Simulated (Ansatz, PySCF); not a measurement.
dimethoxyethane (C₄H₁₀O₂), SMILES C(COC)OC. Atoms are numbered in the order given.

```xyz
16

C      2.7134     0.0635     0.4449
O      1.3985    -0.3711     0.3196
C      0.7183     0.2248    -0.7411
C     -0.7183    -0.2248    -0.7411
O     -1.3985     0.3711     0.3196
C     -2.7134    -0.0635     0.4449
H      3.3155    -0.1570    -0.4606
H      3.1654    -0.4617     1.2980
H      2.7756     1.1545     0.6323
H      1.1818    -0.0471    -1.7137
H      0.7459     1.3313    -0.6624
H     -1.1818     0.0471    -1.7137
H     -0.7459    -1.3313    -0.6624
H     -3.3155     0.1570    -0.4606
H     -2.7756    -1.1545     0.6323
H     -3.1654     0.4617     1.2980
```
Charge 0, spin multiplicity 1.

Geometry optimised at PBE0-D3(BJ)/def2-SVP. Other conformers were not sampled.

Two levels are set side by side: PBE-D3(BJ)/def2-SVP (Ansatz, a program for electronic structure) and PBE0-D3(BJ)/def2-SVP (Ansatz). Each level has its own optimised geometry; the coordinates shown are those of the second. Frequencies come from the Hessian of PySCF at each geometry. Differences are taken from unrounded values.

```json
[
 {"quantity": "mean bond length (Å)", "PBE0-D3(BJ)": "1.210"},
 {"quantity": "bond C1–O2 (Å)", "PBE0-D3(BJ)": "1.391"},
 {"quantity": "bond O2–C3 (Å)", "PBE0-D3(BJ)": "1.394"},
 {"quantity": "bond C3–C4 (Å)", "PBE0-D3(BJ)": "1.505"},
 {"quantity": "bond C4–O5 (Å)", "PBE0-D3(BJ)": "1.394"},
 {"quantity": "bond O5–C6 (Å)", "PBE0-D3(BJ)": "1.391"},
 {"quantity": "bond C1–H7 (Å)", "PBE0-D3(BJ)": "1.110"},
 {"quantity": "bond C1–H8 (Å)", "PBE0-D3(BJ)": "1.099"},
 {"quantity": "bond C1–H9 (Å)", "PBE0-D3(BJ)": "1.109"},
 {"quantity": "bond C3–H10 (Å)", "PBE0-D3(BJ)": "1.111"},
 {"quantity": "bond C3–H11 (Å)", "PBE0-D3(BJ)": "1.110"},
 {"quantity": "bond C4–H12 (Å)", "PBE0-D3(BJ)": "1.111"},
 {"quantity": "bond C4–H13 (Å)", "PBE0-D3(BJ)": "1.110"},
 {"quantity": "bond C6–H14 (Å)", "PBE0-D3(BJ)": "1.110"},
 {"quantity": "bond C6–H15 (Å)", "PBE0-D3(BJ)": "1.109"},
 {"quantity": "bond C6–H16 (Å)", "PBE0-D3(BJ)": "1.099"},
 {"quantity": "highest harmonic wavenumber (cm⁻¹)", "PBE0-D3(BJ)": "3156"},
 {"quantity": "mean harmonic wavenumber (cm⁻¹)", "PBE0-D3(BJ)": "1483"},
 {"quantity": "zero-point energy (kcal/mol)", "PBE0-D3(BJ)": "89.04"}
]
```

**Question.** What does PBE-D3(BJ) give, and how far is it from PBE0-D3(BJ)? (Estimate from the structure and the level; the computed values follow.)

**Answer.** 
| quantity | PBE-D3(BJ) | PBE-D3(BJ) minus PBE0-D3(BJ) |
|---|---|---|
| mean bond length (Å) | 1.221 | 0.011 |
| bond C1–O2 (Å) | 1.404 | 0.013 |
| bond O2–C3 (Å) | 1.408 | 0.014 |
| bond C3–C4 (Å) | 1.514 | 0.009 |
| bond C4–O5 (Å) | 1.408 | 0.014 |
| bond O5–C6 (Å) | 1.404 | 0.013 |
| bond C1–H7 (Å) | 1.119 | 0.010 |
| bond C1–H8 (Å) | 1.108 | 0.008 |
| bond C1–H9 (Å) | 1.118 | 0.010 |
| bond C3–H10 (Å) | 1.121 | 0.010 |
| bond C3–H11 (Å) | 1.120 | 0.010 |
| bond C4–H12 (Å) | 1.121 | 0.010 |
| bond C4–H13 (Å) | 1.120 | 0.010 |
| bond C6–H14 (Å) | 1.119 | 0.010 |
| bond C6–H15 (Å) | 1.118 | 0.010 |
| bond C6–H16 (Å) | 1.108 | 0.008 |
| highest harmonic wavenumber (cm⁻¹) | 3060 | -95 |
| mean harmonic wavenumber (cm⁻¹) | 1428 | -55 |
| zero-point energy (kcal/mol) | 85.77 | -3.27 |

GGA bonds tend to be longer and softer than those of functionals with exact exchange. Differences between two approximate levels are no errors against the true value.
